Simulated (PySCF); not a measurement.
## Calculated data, Al2HNO, AlH2NOSi, BClFO, AlBH2NO and others

Computed with PySCF 2.14.0. Calculation on a computer-drawn molecule: the log of a Hartree-Fock and frozen-core CCSD(T) single point meant for a local Hartree-Fock minimum, with one planted fault or none, to be diagnosed. Offsets are logged minus clean, where the clean run is the same molecule without the fault. The reference is restricted for singlets and unrestricted otherwise, and also for a bond in bohr or an excited solution. Adding or removing an electron swaps singlet and doublet. The excited solution moves the top pair (singlet) or top alpha electron (doublet) to the lowest empty orbital. Highest occupied and lowest empty are orbital energies over both spins, largest force is the largest gradient component, triples share is (T) over the correlation energy, the T1 limit is 0.02 restricted and 0.045 unrestricted, electrons count all cores, a negative frequency is imaginary (commonest isotopes), and the dipole is about the centre of nuclear charge.

Common to all runs: meant multiplicity 1; logged SCF converged yes; logged CC converged yes; logged SCF stable within its kind yes; possible faults no fault, one electron removed, one electron added, multiplicity raised by two, geometry at a saddle point, SCF held on an excited solution, minimal basis STO-3G, one bond length entered in bohr, all coordinates scaled.

(1) 
```xyz
5
formula=Al2HNO meant_charge=0 meant_basis=cc-pV(D+d)Z logged_electrons=42 logged_basis_functions=79 logged_spin_squared=2.0016 logged_highest_occupied=-6.4781 logged_lowest_empty=-0.67332 logged_largest_force=0.0034697 logged_T1_diagnostic=0.021644 logged_D1_diagnostic=0.05005 logged_triples_share=0.03102 logged_dipole_magnitude=4.0248 logged_energy_HF=-613.70846 logged_energy_CCSD(T)=-614.16282 planted_fault=multiplicity_raised_by_two HF_energy_offset_from_clean_run=54.26 CCSD(T)_energy_offset_from_clean_run=74.98
N      0.8160     1.3656     0.2839
Al    -0.2224     0.6813     1.2709
O     -1.3091    -0.0362     2.3027
Al    -2.4287    -0.7752     3.3600
H      1.4621     1.7931    -0.3308
```

Units: logged_highest_occupied, logged_lowest_empty in eV; logged_largest_force in hartree/bohr; logged_dipole_magnitude in debye; logged_energy_HF, logged_energy_CCSD(T) in hartree; HF_energy_offset_from_clean_run, CCSD(T)_energy_offset_from_clean_run in kcal/mol.

Drawn bonds:
```csv
atom,other atom,order
1,2,2
2,3,1
3,4,1
1,5,1
```

(2) 
```xyz
6
formula=AlH2NOSi meant_charge=0 meant_basis=cc-pV(D+d)Z logged_electrons=45 logged_basis_functions=84 logged_spin_squared=1.0488 logged_highest_occupied=0.12365 logged_lowest_empty=5.2116 logged_largest_force=0.07533 logged_T1_diagnostic=0.055064 logged_D1_diagnostic=0.2504 logged_triples_share=0.03527 logged_dipole_magnitude=4.8936 logged_energy_HF=-661.297 logged_energy_CCSD(T)=-661.8454 planted_fault=one_electron_added HF_energy_offset_from_clean_run=17.66 CCSD(T)_energy_offset_from_clean_run=6.375
N     -1.1512     1.2704     0.9212
Al     0.3990     1.5168     0.7039
O      2.0264     1.7597     0.4680
Si     3.6516     1.9203     0.1868
H     -2.1197     1.1228     1.0574
H      3.8614     3.2564     0.8948
```

Units: logged_highest_occupied, logged_lowest_empty in eV; logged_largest_force in hartree/bohr; logged_dipole_magnitude in debye; logged_energy_HF, logged_energy_CCSD(T) in hartree; HF_energy_offset_from_clean_run, CCSD(T)_energy_offset_from_clean_run in kcal/mol.

Drawn bonds:
```csv
atom,other atom,order
1,2,2
2,3,1
3,4,1
1,5,1
4,6,1
```

Notes: T1 above single-reference limit; highest electron not bound in this basis.

(3) 
```xyz
6
formula=AlH2NOSi meant_charge=0 meant_basis=cc-pV(D+d)Z logged_electrons=43 logged_basis_functions=84 logged_spin_squared=1.0317 logged_highest_occupied=-13.051 logged_lowest_empty=-5.5637 logged_largest_force=0.12216 logged_T1_diagnostic=0.055739 logged_D1_diagnostic=0.23895 logged_triples_share=0.024703 logged_dipole_magnitude=6.0268 logged_energy_HF=-661.07663 logged_energy_CCSD(T)=-661.55081 planted_fault=one_electron_removed HF_energy_offset_from_clean_run=155.9 CCSD(T)_energy_offset_from_clean_run=191.2
N     -1.1512     1.2704     0.9212
Al     0.3990     1.5168     0.7039
O      2.0264     1.7597     0.4680
Si     3.6516     1.9203     0.1868
H     -2.1197     1.1228     1.0574
H      3.8614     3.2564     0.8948
```

Units: logged_highest_occupied, logged_lowest_empty in eV; logged_largest_force in hartree/bohr; logged_dipole_magnitude in debye; logged_energy_HF, logged_energy_CCSD(T) in hartree; HF_energy_offset_from_clean_run, CCSD(T)_energy_offset_from_clean_run in kcal/mol.

Drawn bonds:
```csv
atom,other atom,order
1,2,2
2,3,1
3,4,1
1,5,1
4,6,1
```

Notes: T1 above single-reference limit.

(4) 
```xyz
4
formula=BClFO meant_charge=-1 meant_basis=aug-cc-pV(D+d)Z logged_electrons=40 logged_basis_functions=101 logged_spin_squared=0 logged_highest_occupied=-6.0457 logged_lowest_empty=4.7972 logged_largest_force=1.672e-05 logged_lowest_frequency=345.53 logged_T1_diagnostic=0.015199 logged_D1_diagnostic=0.045373 logged_triples_share=0.03036 logged_dipole_magnitude=2.9146 logged_energy_HF=-658.71087 logged_energy_CCSD(T)=-659.38878 planted_fault=no_fault HF_energy_offset_from_clean_run=0 CCSD(T)_energy_offset_from_clean_run=0
O     -0.5523     0.5155    -3.7563
B     -0.5105     1.6157    -3.1769
F     -0.0372     2.8356    -3.6137
Cl    -1.1458     1.9073    -1.3897
```

Units: logged_highest_occupied, logged_lowest_empty in eV; logged_largest_force in hartree/bohr; logged_lowest_frequency in cm⁻¹; logged_dipole_magnitude in debye; logged_energy_HF, logged_energy_CCSD(T) in hartree; HF_energy_offset_from_clean_run, CCSD(T)_energy_offset_from_clean_run in kcal/mol.

Drawn bonds:
```csv
atom,other atom,order
1,2,1
2,3,1
2,4,1
```

(5) 
```xyz
4
formula=BClFO meant_charge=-1 meant_basis=aug-cc-pV(D+d)Z logged_electrons=40 logged_basis_functions=101 logged_spin_squared=0 logged_highest_occupied=-5.9915 logged_lowest_empty=4.7935 logged_largest_force=0.024985 logged_T1_diagnostic=0.014871 logged_D1_diagnostic=0.043751 logged_triples_share=0.029937 logged_dipole_magnitude=2.8959 logged_energy_HF=-658.70998 logged_energy_CCSD(T)=-659.38563 planted_fault=all_coordinates_scaled,by_-1.3_% HF_energy_offset_from_clean_run=0.5625 CCSD(T)_energy_offset_from_clean_run=1.979
O     -0.5451     0.5088    -3.7075
B     -0.5039     1.5947    -3.1356
F     -0.0368     2.7988    -3.5667
Cl    -1.1309     1.8825    -1.3717
```

Units: logged_highest_occupied, logged_lowest_empty in eV; logged_largest_force in hartree/bohr; logged_dipole_magnitude in debye; logged_energy_HF, logged_energy_CCSD(T) in hartree; HF_energy_offset_from_clean_run, CCSD(T)_energy_offset_from_clean_run in kcal/mol.

Drawn bonds:
```csv
atom,other atom,order
1,2,1
2,3,1
2,4,1
```

(6) 
```xyz
6
formula=AlBH2NO meant_charge=-1 meant_basis=aug-cc-pV(D+d)Z logged_electrons=36 logged_basis_functions=119 logged_spin_squared=2.0313 logged_highest_occupied=0.1028 logged_lowest_empty=2.929 logged_largest_force=0.082141 logged_T1_diagnostic=0.039627 logged_D1_diagnostic=0.16591 logged_triples_share=0.036555 logged_dipole_magnitude=5.3637 logged_energy_HF=-397.13688 logged_energy_CCSD(T)=-397.66984
O     -1.5231     2.9077     3.9512
B     -0.4817     2.2954     3.6791
N      0.6294     1.6419     3.3887
Al     2.0570     0.8028     3.0161
H      3.3968     0.8417     3.9087
H      2.2506    -0.1375     1.7231
```

Units: logged_highest_occupied, logged_lowest_empty in eV; logged_largest_force in hartree/bohr; logged_dipole_magnitude in debye; logged_energy_HF, logged_energy_CCSD(T) in hartree.

Drawn bonds:
```csv
atom,other atom,order
1,2,1
2,3,2
3,4,1
4,5,1
4,6,1
```

Notes: highest electron not bound in this basis.

(7) 
```xyz
6
formula=AlBH2NO meant_charge=-1 meant_basis=aug-cc-pV(D+d)Z logged_electrons=36 logged_basis_functions=119 logged_spin_squared=0.8306 logged_highest_occupied=-3.9163 logged_lowest_empty=2.8042 logged_largest_force=0.072755 logged_T1_diagnostic=0.062239 logged_D1_diagnostic=0.27371 logged_triples_share=0.050739 logged_dipole_magnitude=10.161 logged_energy_HF=-397.01594 logged_energy_CCSD(T)=-397.57438
O     -1.5231     2.9077     3.9512
B      0.4447     1.7505     3.4370
N      1.5559     1.0971     3.1466
Al     2.9835     0.2579     2.7740
H      4.3233     0.2969     3.6666
H      3.1771    -0.6824     1.4810
```

Units: logged_highest_occupied, logged_lowest_empty in eV; logged_largest_force in hartree/bohr; logged_dipole_magnitude in debye; logged_energy_HF, logged_energy_CCSD(T) in hartree.

Drawn bonds:
```csv
atom,other atom,order
1,2,1
2,3,2
3,4,1
4,5,1
4,6,1
```

Notes: T1 above single-reference limit.

(8) 
```xyz
4
formula=BFHO meant_charge=-1 meant_basis=aug-cc-pVDZ logged_electrons=24 logged_basis_functions=78 logged_spin_squared=0 logged_highest_occupied=-4.943 logged_lowest_empty=4.7885 logged_largest_force=1.613e-05 logged_lowest_frequency=564.92 logged_T1_diagnostic=0.018541 logged_D1_diagnostic=0.048113 logged_triples_share=0.029302 logged_dipole_magnitude=2.4287 logged_energy_HF=-199.70426 logged_energy_CCSD(T)=-200.2343
O      1.9286     0.6961     1.4272
B      1.4882     0.0594     0.4303
F      2.2834    -0.3536    -0.6838
H      0.3289    -0.3214     0.2218
```

Units: logged_highest_occupied, logged_lowest_empty in eV; logged_largest_force in hartree/bohr; logged_lowest_frequency in cm⁻¹; logged_dipole_magnitude in debye; logged_energy_HF, logged_energy_CCSD(T) in hartree.

Drawn bonds:
```csv
atom,other atom,order
1,2,1
2,3,1
2,4,1
```

**Q.** Give the missing planted fault for AlBH2NO (entry 6).
**A.** multiplicity raised by two

**Q.** Give the missing planted fault for AlBH2NO (entry 7).
**A.** one bond length entered in bohr, row 1 of the drawn bonds

**Q.** Which fault was planted in the run of BFHO (entry 8)?
**A.** no fault

Further results for AlBH2NO (entry 6):

| Property | Result |
| --- | --- |
| HF energy offset from clean run | 66.17 kcal/mol |
| CCSD(T) energy offset from clean run | 84.26 kcal/mol |

Further results for AlBH2NO (entry 7):

| Property | Result |
| --- | --- |
| HF energy offset from clean run | 142.1 kcal/mol |
| CCSD(T) energy offset from clean run | 144.2 kcal/mol |

Further results for BFHO (entry 8):

| Item | Value |
| --- | --- |
| HF energy offset from clean run | 0 kcal/mol |
| CCSD(T) energy offset from clean run | 0 kcal/mol |
